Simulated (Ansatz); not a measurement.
Consider the ligand exchange at a Ge–F bond: `[OH][Ge]([F])([Cl])[Cl]` + HCl → `[OH][Ge]([Cl])([Cl])[Cl]` + H–F.

Isolated molecules relaxed with PBE0-D4/def2-TZVP in Ansatz; ΔE leaves out vibrations. CCSD(T)/CBS adds triple-zeta CCSD(T) − MP2 to the extrapolated MP2 energy (def2 sets, frozen cores). This one scheme is used for every species. For Ge outer-core shells are correlated without core-valence functions, which leaves a few kJ/mol of doubt a bond. Scalar relativity is left out up to krypton. One conformer a species, not always the lowest.

```tsv
species	SCS-MP2/def2-QZVPP energy (Eh)
`[OH][Ge]([F])([Cl])[Cl]`	-3170.98666
HCl	-460.33756
`[OH][Ge]([Cl])([Cl])[Cl]`	-3530.96386
H–F	-100.36288
```

Work out ΔE.

ΔE = (-3530.96386) + (-100.36288) − (-3170.98666) − (-460.33756) = -0.00252 Eh = -1.6 kcal/mol. CCSD(T)/CBS gives -2.3 kcal/mol.

Largest T1 diagnostic among the species: 0.011.

From r2SCAN to r2SCAN0 (25 % exact exchange), in def2-TZVPP and without D4, ΔE moves by −0.9 kcal/mol. At CCSD(T), def2-SVP lies +4.0 kcal/mol from the extrapolated value and def2-TZVPP +1.3 kcal/mol. In def2-TZVPP, CCSD(T) changes the Hartree–Fock value by −2.1 kcal/mol (the triples alone add −0.4 kcal/mol) and MP2 by −3.7 kcal/mol.
